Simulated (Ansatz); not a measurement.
Input file for Ansatz (an electronic-structure program): U-CCSD(T)/cc-pVDZ on BBr2H (SMILES BrBBr), a point of a bond scan (R = 1.521 Å). The run froze 29 orbitals, filled d shells among them.

Ansatz 0.2 input:
```yaml
crystal:
  periodic: [false, false, false]
  atoms:
    - {symbol: B, position_ang: [-0.62320330, -0.38098068, -0.41274424]}
    - {symbol: H, position_ang: [-1.49972863, -0.91682382, -0.99326231]}
    - {symbol: Br, position_ang: [-0.38729507, 1.10582241, -0.63266748]}
    - {symbol: Br, position_ang: [0.46019644, -1.39690240, 0.77499068]}
basis:
  gaussian:
    orbitals: cc-pVDZ
correlation: {method: ccsd_t, electrons: outside_noble_gas}
scf: {omitted_lower_state_checks: [cluster_reference]}
magnetization: {spin_polarized: true, initial_magnetization: 0}
```

It printed:

```
WARN ansatz: RAYON_NUM_THREADS=2 ignored (pool sized by the plan → 2); use --threads N
Functional definition: HF
these checks for a lower state are left out or cut short: cluster_reference
integrals: 0.09 GiB planned
805 factors; integrals over basis functions are off by at most 8.0e-4 eV
mean field: 0.49 GiB planned
mean field evaluation 1: about -140681.9583 eV, gradient 8.8e0 eV
mean field evaluation 2: about -140682.0529 eV, gradient 9.0e0 eV
mean field evaluation 4: about -140682.7019 eV, gradient 1.3e0 eV
mean field evaluation 8: about -140682.7182 eV, gradient 9.0e-4 eV
mean field -140682.71818477 eV, -5169.9945351191 hartree, gradient 7.2e-6 eV, S^2 0.000000; 0 other end points of the search recorded, 0 dependent functions left out
29 core orbitals not correlated
reference -140682.71818477 eV, -5169.9945351191 hartree; 9, 9 occupied and 35, 35 virtual orbitals, 805 factors
second order -8.56590717 eV of doubles, -0.00000000 eV of singles
coupled cluster: 0.16 GiB planned
cycle   1  -9.05353365 eV  change   -4.9e-1 eV  update   6.7e-2
cycle   2  -9.25245818 eV  change   -2.0e-1 eV  update   1.9e-2
cycle   3  -9.28962574 eV  change   -3.7e-2 eV  update   9.3e-3
cycle   4  -9.28732367 eV  change    2.3e-3 eV  update   2.7e-3
cycle   5  -9.28648215 eV  change    8.4e-4 eV  update   9.6e-4
cycle   6  -9.28637092 eV  change    1.1e-4 eV  update   2.5e-4
cycle   7  -9.28638447 eV  change   -1.4e-5 eV  update   9.9e-5
cycle   8  -9.28640236 eV  change   -1.8e-5 eV  update   3.5e-5
cycle   9  -9.28639805 eV  change    4.3e-6 eV  update   1.1e-5
perturbative correction -0.24177248 eV, -0.0088849746 hartree
Total energy: -140692.24635530 eV, -5170.3446889276 hartree
Checks for a lower state left out: cluster_reference
```

Self-consistency was reached.

Cost: very roughly 2.7 core-seconds.
